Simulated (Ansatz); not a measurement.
[NbO2F2]- (NbO2F2⁻), 5 atoms. Hardware: 4 threads of Arm Neoverse V1 on a shared host.

In the def2 sets Nb takes a core potential; there is no spin–orbit coupling. Correlated methods freeze 4 core orbitals; core or outer-core shells of Nb are correlated, in sets that lack core-valence functions.

(1) How many basis functions does each of these Ansatz runs have, and roughly what does it cost? PBE-D4/def2-SVPD, charge -1 singlet, relaxation, 4 steps; PBE-D4/def2-TZVPD, charge 0 doublet at the geometry of the charge -1 singlet, energy, from earlier orbitals; LC-ωPBE/def2-TZVPD, charge -1 singlet, energy, from earlier orbitals; PBE0-D4/def2-SVP, charge -1 singlet, energy with a search over starts; PBE-D4/def2-SVPD, charge 0 doublet, relaxation, 5 steps; r2SCAN-D4/def2-TZVPD, charge -1 triplet at the geometry of the charge -1 singlet, energy, from earlier orbitals; PBE-D4/def2-SVPD, charge -1 singlet, energy, from earlier orbitals; PBE0-D4/def2-SVP, charge 0 doublet at the geometry of the charge -1 singlet, energy with a search over starts; r2SCAN-D4/def2-TZVPD, charge -1 singlet, energy, from earlier orbitals; CCSD(T)/def2-TZVPD, charge -1 singlet, energy, from earlier orbitals; PBE-D4/def2-TZVPD, charge -1 triplet at the geometry of the charge -1 singlet, energy, from earlier orbitals; ωB97X-V/def2-TZVPD, charge -1 singlet, energy, from earlier orbitals.

Results:

(1) Other jobs shared the machine, so times can vary by a factor of up to 3. A dash marks memory too small to be measured apart from the calling script's.

```tsv
run	functions	fitting or Cholesky vectors	wall time	peak host memory (GiB)
PBE-D4/def2-SVPD, charge -1 singlet, energy, from earlier orbitals	126	1017	1.2 s	–
PBE0-D4/def2-SVP, charge -1 singlet, energy with a search over starts	87	904	1.2 s	–
LC-ωPBE/def2-TZVPD, charge -1 singlet, energy, from earlier orbitals	200	1080	2.4 s	–
PBE0-D4/def2-SVP, charge 0 doublet at the geometry of the charge -1 singlet, energy with a search over starts	87	831	3.4 s	–
PBE-D4/def2-TZVPD, charge 0 doublet at the geometry of the charge -1 singlet, energy, from earlier orbitals	200	1080	3.5 s	–
r2SCAN-D4/def2-TZVPD, charge -1 singlet, energy, from earlier orbitals	200	1080	3.6 s	–
PBE-D4/def2-SVPD, charge -1 singlet, relaxation, 4 steps	126	1017	3.7 s	–
PBE-D4/def2-TZVPD, charge -1 triplet at the geometry of the charge -1 singlet, energy, from earlier orbitals	200	1080	4.9 s	–
ωB97X-V/def2-TZVPD, charge -1 singlet, energy, from earlier orbitals	200	1104	7 s	–
PBE-D4/def2-SVPD, charge 0 doublet, relaxation, 5 steps	126	1017	7.5 s	–
r2SCAN-D4/def2-TZVPD, charge -1 triplet at the geometry of the charge -1 singlet, energy, from earlier orbitals	200	1080	23 s	0.56
CCSD(T)/def2-TZVPD, charge -1 singlet, energy, from earlier orbitals	200	1369	2.6 min	3.2
```
